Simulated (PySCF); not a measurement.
Excitation energy of Rh²⁺ by level of theory

Rh²⁺ [Kr] 4d7 (4F) → Rh²⁺ [Kr] 4d6 5s1 (6D), as a difference of total energies. All numbers are calculated (PySCF 2.14, the spin-free X2C one-electron Hamiltonian (Gaussian nucleus), in aug-cc-pVTZ-DK (9s8p6d3f2g, 102 functions)). Correlated levels: valence: [Kr] frozen. The calculations carry no spin-orbit coupling.

```json
{"method": "UHF", "excitation energy (eV)": "4.755"}
{"method": "MP2 (valence)", "excitation energy (eV)": "5.311"}
{"method": "SCS-MP2 (valence)", "excitation energy (eV)": "5.826"}
{"method": "CCSD (valence)", "excitation energy (eV)": "5.263"}
{"method": "CCSD(T) (valence)", "excitation energy (eV)": "5.281"}
```

Problem. How much does correlation contribute at CCSD(T) (valence)?

Solution. 5.281 − (4.755) = 0.526 eV, measured against UHF.

A first-order spin-orbit estimate (lowest level to lowest level, LS coupling) adds 0.075 eV.
